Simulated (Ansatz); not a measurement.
Reaction (cleavage of the Si–B bond): `[F][Zn][BH][SiH3]` + `NC[SiH2]S` → `NC[SiH2]S[SiH3]` + `[BH2][Zn][F]`

Program: Ansatz. Geometries: PBE0-D4/def2-TZVP. ΔE: electronic, gas phase. CBS: MP2 limit from def2 TZ/QZ plus the TZ coupled-cluster correction, frozen cores. Functionals use def2-TZVPP. B3LYP here is the variant with VWN-RPA as its local correlation; programs differ in this. For Zn outer-core shells are correlated without core-valence functions, which leaves a few kJ/mol of doubt a bond. Scalar relativity is left out up to krypton. Each species was taken in one conformer, which may not be the lowest.

Q: Is it downhill or uphill in electronic energy at CCSD(T)/CBS, and by how much? (Best estimate.)

A: Ansatz gave: Downhill: ΔE = -70.8 kJ/mol.

Q: What do these levels give: PBE-D4, r2SCAN-D4, ωB97X-V, B2PLYP, B3LYP, HF/def2-TZVPP, SCS-MP2/def2-TZVPP, CCSD/def2-TZVPP, CCSD(T)/def2-TZVPP, MP2/def2-QZVPP, MP2/CBS(def2), CCSD/CBS(def2)? (An estimate is asked.)

A: The calculation gave: PBE-D4 -64.5, r2SCAN-D4 -69.3, ωB97X-V -69.3, B2PLYP -68.5, B3LYP -61.5, HF/def2-TZVPP -69.0, SCS-MP2/def2-TZVPP -76.0, CCSD/def2-TZVPP -66.2, CCSD(T)/def2-TZVPP -67.8, MP2/def2-QZVPP -81.2, MP2/CBS(def2) -82.4, CCSD/CBS(def2) -69.2 kJ/mol.

Largest T1 diagnostic among the species: 0.016.

From PBE to PBE0 (25 % exact exchange), in def2-TZVPP and without D4, ΔE moves by −4.1 kJ/mol. The D4 term adds −9.4 kJ/mol with B3LYP and −5.3 kJ/mol with PBE0; it sums over pairs of atoms, weighted by their polarisabilities, and B3LYP, whose exchange is more repulsive, gets the larger term.
